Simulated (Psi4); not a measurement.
H₆GeSSi, singlet, geometry from GFN2-xTB, atoms displaced at random by about 0.08 Å a coordinate; TPSS/6-31G, gradient (Psi4).

Here is a job for Psi4.
```
memory 2 GB

molecule {
0 1
Si    2.10318657   -0.06987773    0.43243080
S     0.46845982   -0.10634572   -1.01125137
Ge   -1.16051895   -0.02692650    0.15006838
H     3.19205064   -0.35391812   -0.44879614
H     2.05145800    1.07700062    1.16179412
H     1.86630580   -1.17467896    1.19321815
H    -1.41777854   -0.80545189    1.11312682
H    -2.40055114    0.04593652   -0.66545241
H    -1.14244472    1.42802266    0.85624080
symmetry c1
no_reorient
no_com
}

set {
  basis 6-31g
}

gradient('tpss')
print_variables()
```

Task: Predict the main parts of the log of this Psi4 run.

Result: 
```
gradient() will perform analytic gradient computation.

   => Loading Basis Set <=

    Name: 6-31G
    Role: ORBITAL
    Keyword: BASIS

         ---------------------------------------------------------
                                   SCF
               by Justin Turney, Rob Parrish, Andy Simmonett
                          and Daniel G. A. Smith
                              RKS Reference
         ---------------------------------------------------------

  ==> Geometry <==

    Molecular point group: c1
    Full point group: C1

    Geometry (in Angstrom), charge = 0, multiplicity = 1:

       Center              X                  Y                   Z               Mass
    ------------   -----------------  -----------------  -----------------  -----------------
         SI           2.103186570000    -0.069877730000     0.432430800000    27.976926534650
         S            0.468459820000    -0.106345720000    -1.011251370000    31.972071174400
         GE          -1.160518950000    -0.026926500000     0.150068380000    73.921177761000
         H            3.192050640000    -0.353918120000    -0.448796140000     1.007825032230
         H            2.051458000000     1.077000620000     1.161794120000     1.007825032230
         H            1.866305800000    -1.174678960000     1.193218150000     1.007825032230
         H           -1.417778540000    -0.805451890000     1.113126820000     1.007825032230
         H           -2.400551140000     0.045936520000    -0.665452410000     1.007825032230
         H           -1.142444720000     1.428022660000     0.856240800000     1.007825032230

  Running in c1 symmetry.

  Rotational constants: A =      0.33140  B =      0.06403  C =      0.05567 [cm^-1]
  Rotational constants: A =   9935.10254  B =   1919.58556  C =   1669.04389 [MHz]
  Nuclear repulsion =  352.782581657848198

  Charge       = 0
  Multiplicity = 1
  Electrons    = 68
  Nalpha       = 34
  Nbeta        = 34

  ==> Algorithm <==

  SCF Algorithm Type is DF.
  DIIS enabled.
  MOM disabled.
  Fractional occupation disabled.
  Guess Type is SAD.
  Energy threshold   = 1.00e-08
  Density threshold  = 1.00e-08
  Integral threshold = 1.00e-12

  ==> Primary Basis <==

  Basis Set: 6-31G
    Blend: 6-31G
    Number of shells: 37
    Number of basis functions: 67
    Number of Cartesian functions: 67
    Spherical Harmonics?: false
    Max angular momentum: 2

  ==> DFT Potential <==

   => LibXC <=

    Version 7.1.2
[...]
  @DF-RKS Final Energy: -2767.79934889166543
    Total Energy =                      -2767.7993488916654314
[...]
    Number of shells: 173
    Number of basis functions: 619
    Number of Cartesian functions: 619
    Spherical Harmonics?: false
    Max angular momentum: 3

  ==> DFT Potential <==

   => LibXC <=

    Version 7.1.2
    S. Lehtola, C. Steigemann, M. J. T. Oliveira, and M. A. L. Marques,  SoftwareX 7, 1–5 (2018) (10.1016/j.softx.2017.11.002)

   => Composite Functional: TPSS <=

    TPSS Meta-GGA XC Functional

    J. Tao, et al., Phys. Rev. Lett., 91, 146401, 2003

    Deriv               =              1
    GGA                 =           TRUE
    Meta                =           TRUE

    Exchange Hybrid     =          FALSE
    MP2 Hybrid          =          FALSE

   => Exchange Functionals <=

    1.0000   XC_MGGA_X_TPSS

   => Correlation Functionals <=

    1.0000   XC_MGGA_C_TPSS

   => LibXC Density Thresholds  <==

    XC_MGGA_C_TPSS:  1.00E-15
    XC_MGGA_X_TPSS:  1.00E-15

   => Molecular Quadrature <=

    Radial Scheme          =       TREUTLER
    Pruning Scheme         =           NONE
    Nuclear Scheme         =       TREUTLER

    Blocking Scheme        =         OCTREE
    BS radius alpha        =              1
    Pruning alpha          =              1
    Radial Points          =             75
    Spherical Points       =            302
    Total Points           =         194028
    Total Blocks           =           1468
    Max Points             =            256
    Max Functions          =             65
    Weights Tolerance      =       1.00E-15

  -Total Gradient:
     Atom            X                  Y                   Z
    ------   -----------------  -----------------  -----------------
       1       -0.002217840465     0.009837731199     0.047586464504
       2       -0.075198692199     0.010403883311     0.082930285018
       3        0.064102863232    -0.134445997253     0.033608112951
       4       -0.025103151573    -0.002131913903     0.009857563583
       5       -0.003739621329    -0.053420832589    -0.032473462783
       6        0.006823186268     0.048439572539    -0.040817029362
       7        0.023037275866     0.107360526190    -0.120287174646
       8        0.012181378502     0.001279595116     0.015256232423
       9        0.000282991303     0.012836740472     0.004192471240

  Variable Map:
  ----------------------------------------------------------------------------
[...]
  Array Variable Map:
  ----------------------------------------------------------------------------
[...]
[...]
```
